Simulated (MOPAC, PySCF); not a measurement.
C4H6O, SMILES `C=CCC=O` (C–C–C–C torsion 120°, C–C–C–O torsion -131°), neutral singlet in the gas phase. 

Cartesian coordinates (Å):
```xyz
11

C      1.8432    -0.1709    -0.0983
C      0.5912    -0.5897     0.0254
C     -0.5715     0.2991     0.3579
C     -1.6193     0.2865    -0.7334
O     -2.1042     1.2710    -1.2227
H      2.6454    -0.8547    -0.3426
H      2.1105     0.8695     0.0454
H      0.3638    -1.6408    -0.1290
H     -0.2607     1.3284     0.5363
H     -1.0659    -0.0734     1.2659
H     -1.9325    -0.7250    -1.0703
```
Charge 0, multiplicity 1.

All levels are single points at this geometry (B3LYP-D3(BJ)/def2-TZVP); Pople sets use spherical d functions. Orbital energies aren't observables, and empty levels follow the basis.

PM3 in MOPAC gives HOMO (eV) = -10.28.

Q: Estimate the HOMO (eV) from each of these levels: B3LYP-D3(BJ)/def2-TZVP in PySCF; PBE-D3(BJ)/def2-TZVP in PySCF; B3LYP/3-21G in PySCF; B3LYP/6-311+G** in PySCF; B3LYP/6-31G* in PySCF; M06-2X/6-31G* in PySCF; HF/3-21G in PySCF; AM1 in MOPAC.

A: 
```tsv
level	HOMO (eV)
B3LYP-D3(BJ)/def2-TZVP in PySCF	-7.09
PBE-D3(BJ)/def2-TZVP in PySCF	-5.84
B3LYP/3-21G in PySCF	-6.56
B3LYP/6-311+G** in PySCF	-7.14
B3LYP/6-31G* in PySCF	-6.72
M06-2X/6-31G* in PySCF	-8.44
HF/3-21G in PySCF	-10.11
AM1 in MOPAC	-10.19
```
